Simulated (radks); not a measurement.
Task: Radial electron density D(r) = 4 pi r^2 rho(r) of an atom or ion with 45 electrons. Method: Dirac Kohn-Sham, LDA (Slater exchange, Perdew-Zunger correlation), spin-unpolarised, spherical densities, point nucleus; computed with a radial shooting solver on a logarithmic mesh with Libxc functionals.

r (bohr),D(r) (e/bohr)
0.001065,1.399
0.001386,2.228
0.001805,3.517
0.00237,5.560
0.003086,8.536
0.004018,12.84
0.005232,18.81
0.006812,26.64
0.008942,36.40
0.01164,46.52
0.01516,55.32
0.01974,60.31
0.02571,59.80
0.03374,55.06
0.04394,52.13
0.05721,57.20
0.0745,69.10
0.09778,75.90
0.1273,67.03
0.1658,53.07
0.2159,53.14
0.2811,60.83
0.369,50.65
0.4805,27.53
0.6256,16.88
0.8146,18.54
1.061,16.49
1.392,9.322
1.813,3.785
2.361,1.138
3.074,0.2306
4.003,0.02610

What is the nuclear charge?

Result: Z = 47. The innermost maximum, from 1s, lies near gamma/Z bohr with gamma = sqrt(1 - (Z/c)^2) = 0.939, here 0.02 bohr (found: 0.0219), and its height grows with Z. The density is that of the silver ion Ag2+ in [Kr] 4d9; the configuration itself is not fixed sharply by these data, and Z only to a few units. D(r) has 4 maxima, at r = 0.0219, 0.0962, 0.288, 0.868 bohr, and minima at 0.0436, 0.188, 0.646 bohr, inside which lie 2.05, 11.18, 29.01 electrons.
